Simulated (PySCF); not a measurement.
Excitations are Tamm–Dancoff values on a coarser integration grid. The basis has no diffuse functions, so Rydberg states are missing or too high.

Z-matrix (Å, degrees):
```
Al
Si 1 2.4591
H 2 1.4889 1 114.52
H 2 1.4916 3 107.64 1 123.41
H 2 1.4925 3 107.45 4 114.62
Si 1 2.4604 2 123.23 3 -5.51
H 6 1.4891 1 114.25 2 5.18
H 6 1.4916 7 107.57 1 -123.36
H 6 1.4923 7 107.41 8 -114.61
Si 1 2.4614 2 119.38 3 176.15
H 10 1.4894 1 114.07 2 -6.29
H 10 1.4915 11 107.51 1 123.56
H 10 1.4924 11 107.33 12 114.54
```
Charge 0, spin multiplicity 1.

Problem. Give the S1–T1 gap (TDA), LUMO, T1 excitation (TDA), total energy, HOMO–LUMO gap, S1 excitation (TDA), HOMO and dipole moment at the level PBE-D3(BJ)/def2-TZVP // r2SCAN-D4/def2-TZVP (PySCF).

Solution. 
```yaml
S1–T1 gap (TDA): 0.50 eV
LUMO: -3.37 eV
T1 excitation (TDA): 2.63 eV
total_energy: -1115.7265 Ha
HOMO–LUMO gap: 2.94 eV
S1 excitation (TDA): 3.12 eV
HOMO: -6.31 eV
dipole_moment: 0.037 e·Å
```
